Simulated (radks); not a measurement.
The numbers below are computed, except where a source is named.
All-electron atom: the thallium ion Tl4+ in [Xe] 4f14 5d9. Code: a radial shooting solver on a logarithmic mesh with Libxc functionals. Model: Dirac Kohn-Sham, PBE, spin-unpolarised, spherical densities, point nucleus; open shells fill j = l - 1/2 first.

Unscreened Slater integrals over Kohn-Sham orbitals (eV). Large and small components are both included.

| integral | value |
|---|---|
| F0(5d5/2,5d5/2) | 18.661 |
| F2(5d5/2,5d5/2) | 9.8234 |
| F4(5d5/2,5d5/2) | 6.5740 |
| F0(5d5/2,5d3/2) | 18.936 |
| F2(5d5/2,5d3/2) | 9.9589 |
| G2(5d5/2,5d3/2) | 9.9438 |
| G4(5d5/2,5d3/2) | 6.6570 |
| F0(5d5/2,5p3/2) | 20.725 |
| F2(5d5/2,5p3/2) | 10.565 |
| G1(5d5/2,5p3/2) | 12.972 |
| G3(5d5/2,5p3/2) | 8.0803 |
| F0(5d5/2,5p1/2) | 21.341 |
| G3(5d5/2,5p1/2) | 7.4251 |
| F0(5d3/2,5d3/2) | 19.226 |
| F2(5d3/2,5d3/2) | 10.118 |
| F0(5d3/2,5p3/2) | 21.125 |
| F2(5d3/2,5p3/2) | 10.889 |
| G1(5d3/2,5p3/2) | 13.558 |
| G3(5d3/2,5p3/2) | 8.4475 |
| F0(5d3/2,5p1/2) | 21.790 |
| G1(5d3/2,5p1/2) | 12.649 |
| F0(5p3/2,5p3/2) | 23.822 |
| F2(5p3/2,5p3/2) | 12.862 |
| F0(5p3/2,5p1/2) | 24.857 |
| G2(5p3/2,5p1/2) | 13.016 |
| F0(5p1/2,5p1/2) | 26.100 |
